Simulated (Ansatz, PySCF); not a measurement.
Si(F)(OH)2(SiH3) (FH5O2Si2), SMILES O[Si](O)(F)[SiH3].

The structure is a stationary point at B3LYP-D3(BJ)/def2-SVP. This is a generated structure with no PubChem entry under its InChIKey; it may be hypothetical. One conformer was computed; it need not be the lowest.

Vertical ionisation energy (IE) and electron affinity (EA) in eV. Rows of orbital energies are one-electron estimates. Where ΔSCF, EOM or ADC give a negative EA the extra electron is unbound and the value depends on the basis.

| level | IE | EA |
|---|---|---|
| −ε(HOMO), −ε(LUMO), B3LYP/def2-TZVP (PySCF) | ___ | ___ |
| −ε(HOMO), −ε(LUMO), PBE/def2-TZVP (PySCF) | 7.23 | 0.81 |
| ΔSCF, CAM-B3LYP/def2-SVPD (Ansatz), final states of multiplicity 2 and 2 | 10.90 | -1.11 |
| ΔSCF, PBE/def2-SVPD (Ansatz), final states of multiplicity 2 and 2 | 10.31 | -0.81 |

Question: Fill in the missing entries. (The exact figures need the calculation; the answer reports its results.)

Answer: 
- −ε(HOMO), −ε(LUMO), B3LYP/def2-TZVP (PySCF), IE: 8.34
- −ε(HOMO), −ε(LUMO), B3LYP/def2-TZVP (PySCF), EA: 0.16

Question: What vertical singlet–triplet gap does ΔSCF give with CAM-B3LYP/def2-SVPD (Ansatz, a quantum-chemistry and plane-wave program) and with PBE/def2-SVPD (Ansatz)? (An estimate is asked for; the answer gives what the named calculation found.)

Answer: 6.76 and 6.09 eV (triplet above singlet where positive).
